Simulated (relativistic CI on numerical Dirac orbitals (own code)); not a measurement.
# Ba6+: calculation against measurement

Calculated at this level of theory: Dirac-Coulomb-Breit CI, orbitals from a KLI potential per configuration, model QED, unscaled Slater integrals (own radial code, finite nucleus).

CI space (outside the closed core [Kr] 4d10): 5s²5p², 5s5p³, 5s²5p5d, 5p⁴, 5s²5p4f, 5s5p²5d, 5s²5p5f, 5s²4f5d, 5s5p²4f, 5s²5p5g, 5s²5p6s, 5s5p4f², 5s5p²5f, 5s²5p6p, 5p³4f, 5s5p²5g, 5p³5d, 5s²5p6d, 5s5p5d², 5s²4f6s, 5s²5d5f, 5s5p²6s, 5s²5p7s, 5s²4f5g, 5p²4f5d, 5s5p5d6s, 5s²5p7p, 5s²4f², 5s4f²5d, 5s4f³, 5s²5d², 5s5d³, 5s4f5d², 5p²4f², 5p4f²5d, 5p4f³, 5p4f²5f, 5p²5d², 5p5d³, 5p4f5d², 5p5d²5f, 5s5p4f5d, 5s4f5d5f, 5s²5f², 5s5d5f², 5s4f5f², 5s²4f5f, 5s4f²5f, 5s²5g², 5s5d5g², 5s4f5g², 5p²5f², 5p5d5f², 5p4f5f², 5p5f³. Double excitations out of closed p, d and f shells are left out; levels of such configurations are missing from the list, as are those of other unlisted configurations, and high levels can miss mixing partners. These lack a partner that the ground configuration has and come out too high: 5s5p²5f, 5s5p²5g, 5s5p²6s, 5s²5p5g, 5s²5p6s.

| Configuration | Term (tabulated) | J | Measured (cm⁻¹) | Computed | Error | Purity (%) |
| --- | --- | --- | --- | --- | --- | --- |
| 5s²5p² | 3P | 0 | 0.0 | 0 | 0 | 86 |
| 5s²5p² | 3P | 1 | 15506.6 | 14653 | -853 | 97 |
| 5s²5p² | 3P | 2 | 21499.2 | 21177 | -323 | 60 |
| 5s²5p² | 1D | 2 | 42514.2 | 41935 | -579 | 59 |
| 5s²5p² | 1S | 0 | 61082.5 | 62307 | 1224 | 84 |
| 5s5p³ | 5S° | 2 | 122162.5 | 113661 | -8502 | 92 |
| 5s5p³ | 3D° | 1 | 148547.3 | 144746 | -3801 | 74 |
| 5s5p³ | 3D° | 3 | 156808.0 | 151993 | -4815 | 88 |
| 5s5p³ | 3P° | 0 | 172476.7 | 169930 | -2546 | 90 |
| 5s5p³ | 3P° | 1 | 174483.4 | 172085 | -2399 | 76 |
| 5s5p³ | 3S° | 1 | 196280.5 | 207043 | 10762 | 56 |
| 5s²5p5d | 3F° | 2 | 206668.0 | 205487 | -1181 | 84 |
| 5s²5p5d | 3F° | 3 | 213712.0 | 211962 | -1750 | 89 |
| 5s²5p5d | 3D° | 3 | 241412.0 | 245250 | 3838 | 69 |
| 5s²5p5d | 3P° | 0 | 242672.0 | 245458 | 2786 | 85 |
| 5s²5p5d | 3P° | 1 | 243933.0 | 247435 | 3502 | 60 |
| 5s²5p5d | 1F° | 3 | 258404.0 | 263953 | 5549 | 71 |
| 5s²5p6s | 3P° | 0 | 293555.0 | 299901 | 6346 | 98 |
| 5s²5p6s | 3P° | 1 | 294884.0 | 301486 | 6602 | 75 |
| 5s²5p6s | 3P° | 2 | 316139.0 | 321946 | 5807 | 64 |
| 5s²5p6s | 1P° | 1 | 319558.0 | 326440 | 6882 | 65 |

Measured levels from Sansonetti and Curry, J. Phys. Chem. Ref. Data 39, 043103 (2010); pairs were made by configuration, J and term (by order where the table uses no LS term), so strongly mixed levels may be paired wrongly.

Mean error by configuration (cm⁻¹): 5s²5p² -133; 5s5p³ -1884; 5s²5p5d 2124; 5s²5p6s 6409. Over the excited levels the mean absolute error is 4002 cm⁻¹ (20 of the 28 excited levels that our extract of the source holds in range could be paired, and the others can miss by more), and the median relative error of those above 1,000 cm⁻¹ is 1.9 %.
